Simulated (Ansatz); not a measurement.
`[SiH3][O][GeH2][SH]` at its PBE0-D4/def2-TZVP geometry, where that method's forces vanish. Charge 0, multiplicity 1.

```csv
atom,x (Å),y (Å),z (Å)
Si1,-1.293,0.788,0.825
O2,-0.330,-0.538,0.766
Ge3,0.744,-1.190,-0.482
S4,1.526,0.447,-1.752
H5,-0.488,2.030,0.973
H6,-2.124,0.907,-0.404
H7,-2.179,0.637,2.006
H8,1.866,-1.903,0.279
H9,-0.071,-2.098,-1.411
H10,2.349,0.920,-0.801
```

Q: For each bond, give half the difference of the two atoms' forces along it (eV/Å; positive pushes the atoms apart) under PBE-D4, r2SCAN-D4, B3LYP-D4, ωB97M-V in def2-TZVPP. (An estimate is asked.)

A: Ansatz gave: 
```csv
bond,length (Å),PBE-D4,r2SCAN-D4,B3LYP-D4,ωB97M-V
Si1–O2,1.640,0.25,0.05,0.07,0.13
Si1–H5,1.487,0.01,-0.03,-0.08,-0.12
Si1–H6,1.489,0.01,-0.03,-0.07,-0.11
Si1–H7,1.484,0.05,-0.03,-0.11,-0.15
O2–Ge3,1.771,0.30,0.06,0.19,0.09
Ge3–S4,2.215,0.11,0.04,0.21,0.03
Ge3–H8,1.531,0.02,-0.06,-0.10,-0.13
Ge3–H9,1.533,0.03,-0.05,-0.08,-0.11
S4–H10,1.343,0.25,0.01,-0.02,-0.09
```

B3LYP here is the variant with VWN-RPA as its local correlation; programs differ in this.
